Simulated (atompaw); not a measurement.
**What one change does to a pseudopotential (niobium (Nb), PAW (atompaw))**

* Element: niobium
* Generator: atompaw 4.2.0.5
* Type: PAW
* Functional: LDA (PW92)
* Relativity: scalar-relativistic
* Frozen core: [Ar] 3d10
* Valence charge: 13
* Reference configuration: 4s2 4p6 4d4 5s0 5p0 (charge +1)
* Partial waves: 4s (bound): rc 1.90 bohr; 5s (bound, empty): rc 2.55 bohr; 4p (bound): rc 2.20 bohr; 5p (bound, empty): rc 2.55 bohr; 4d (bound): rc 2.55 bohr; 4d channel at 0.2 Ry: rc 2.50 bohr
* Local potential: ultrasoft scheme with l = 3 at -0.5 Ry, radius 2.00 bohr
* Core correction: smooth core density matched at 2.10 bohr
* Augmentation charge: sinc compensation charge, radius 1.95 bohr; PAW radius 2.55 bohr; waves and projectors: modrrkj vanderbiltortho

All-electron outer shells of the reference configuration (LDA (PW92), scalar-relativistic, ld1.x):

```
shell  level (eV)  outermost node (bohr)  outermost maximum (bohr)
   3d     -203.02                      –                      0.33
   4s      -64.96                   0.53                      1.02
   4p      -41.14                   0.54                      1.12
   5s       -9.73                   1.40                      2.89
   4d       -9.55                   0.55                      1.49
   5p       -5.91                   1.61                      3.62
```

Change: local potential troulliermartins scheme with l = 3 at -0.5 Ry, radius 2.00 bohr.

Cutoffs: the cutoffs (Ry, on a coarse ladder) from which the occupation-weighted sum of valence levels, in a spherical-Bessel basis at the reference potential, stays within 10 and 1 mRy of its value at 400 Ry; they do not see the model core or the augmentation charge, which bear on the density cutoff.

What does the change do?

The potential gets softer (21 Ry and 30 Ry → 18 Ry and 30 Ry); the d channel binds one level more than in the base; neither file shows a bound ghost.

```tsv
quantity	base	changed
cutoff, loose	21 Ry	18 Ry
cutoff, tight	30 Ry	30 Ry
bound ghosts	none	none
s: phases at 2.57 bohr within 0.05 rad from the reference energy up to (Ry; the scan ends near 5)	3.5	4.0
p: phases at 2.57 bohr within 0.05 rad from the reference energy up to (Ry; the scan ends near 5)	to the end of the scan	to the end of the scan
d: phases at 2.57 bohr within 0.05 rad from the reference energy up to (Ry; the scan ends near 5)	-0.7	-0.6
lowest overlap eigenvalue by channel	s 0.78, p 0.97, d 1.00	s 0.70, p 0.94, d 1.00
```

 The cutoffs see the waves, projectors and local potential, not the compensation charge or the core.
